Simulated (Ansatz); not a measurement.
Cost and result for the atomization energy of CH8S2Si2 (`CS[SiH2][SiH2]S`) (13 atoms, 12 bonds).

```xyz
13

C     1.918    0.680    0.214
S     1.536   -0.865   -0.660
Si   -0.256   -1.420    0.363
Si   -1.829    0.297    0.072
S    -1.547    1.029   -1.919
H     1.143    1.430    0.048
H     2.045    0.504    1.282
H     2.857    1.049   -0.198
H     0.016   -1.670    1.806
H    -0.703   -2.678   -0.288
H    -1.628    1.372    1.083
H    -3.226   -0.190    0.216
H    -0.324    0.461   -2.021
```

The species carries charge 0 and has multiplicity 1. All single points use the PBE0-D4/def2-TZVP geometry. It is one conformer, not always the lowest. Program: Ansatz. All runs use 4 threads of an Intel Xeon on a shared host. Times are those of one run each, without the atoms' runs, and a repeat can differ threefold. Electronic energies, without spin–orbit coupling; frozen cores. CCSD(T)/CBS adds CCSD(T) − MP2 in def2-TZVPP to the MP2 limit, and its time is that of the two runs behind it. T1 = 0.012. B3LYP takes the VWN-RPA correlation (the form of Gaussian; ORCA's B3LYP/G).

CCSD(T)/CBS is a level of theory with its own doubt, some kJ/mol a heavy atom from the limit and from the frozen cores, so smaller differences don't rank the functionals.

```json
{"level": "PBE-D4/def2-TZVPP (with forces)", "functions": "311", "wall time": "7 s", "atomization (kcal/mol)": "998.6", "difference from CCSD(T)/CBS": "4.1", "per bond": "0.3"}
{"level": "PBE0-D4/def2-TZVPP", "functions": "311", "wall time": "10 s", "atomization (kcal/mol)": "991.3", "difference from CCSD(T)/CBS": "-3.2", "per bond": "-0.3"}
{"level": "r2SCAN-D4/def2-TZVPP (with forces)", "functions": "311", "wall time": "12 s", "atomization (kcal/mol)": "996.7", "difference from CCSD(T)/CBS": "2.2", "per bond": "0.2"}
{"level": "B3LYP-D4/def2-TZVPP (with forces)", "functions": "311", "wall time": "16 s", "atomization (kcal/mol)": "990.5", "difference from CCSD(T)/CBS": "-4.0", "per bond": "-0.3"}
{"level": "B2PLYP/def2-TZVPP", "functions": "311", "wall time": "20 s", "atomization (kcal/mol)": "974.5", "difference from CCSD(T)/CBS": "-20.0", "per bond": "-1.7"}
{"level": "ωB97X-V/def2-TZVPP", "functions": "311", "wall time": "21 s", "atomization (kcal/mol)": "1001.8", "difference from CCSD(T)/CBS": "7.3", "per bond": "0.6"}
{"level": "ωB97M-V/def2-TZVPP (with forces)", "functions": "311", "wall time": "33 s", "atomization (kcal/mol)": "997.3", "difference from CCSD(T)/CBS": "2.8", "per bond": "0.2"}
{"level": "MP2/def2-QZVPP", "functions": "577", "wall time": "88 s", "atomization (kcal/mol)": "984.5", "difference from CCSD(T)/CBS": "-10.0", "per bond": "-0.8"}
{"level": "CCSD(T)/def2-TZVPP", "functions": "311", "wall time": "15 min", "atomization (kcal/mol)": "965.4", "difference from CCSD(T)/CBS": "-29.1", "per bond": "-2.4"}
{"level": "CCSD(T)/CBS(def2)", "functions": "–", "wall time": "17 min", "atomization (kcal/mol)": "994.5", "difference from CCSD(T)/CBS": "0.0", "per bond": "0.0"}
```

From PBE to PBE0 (25 % exact exchange), in def2-TZVPP and without D4, the atomization energy moves by −6.0 kcal/mol: exact exchange takes away binding that semilocal exchange gives to molecules. The D4 term adds +15.6 kcal/mol with B3LYP and +8.3 kcal/mol with PBE0; it sums over pairs of atoms, weighted by their polarisabilities, and B3LYP, whose exchange is more repulsive, gets the larger term. In def2-TZVPP, CCSD(T) changes the Hartree–Fock value by +233.0 kcal/mol (the triples alone add +13.6 kcal/mol) and MP2 by +235.1 kcal/mol; breaking electron pairs costs correlation energy, which Hartree–Fock lacks.
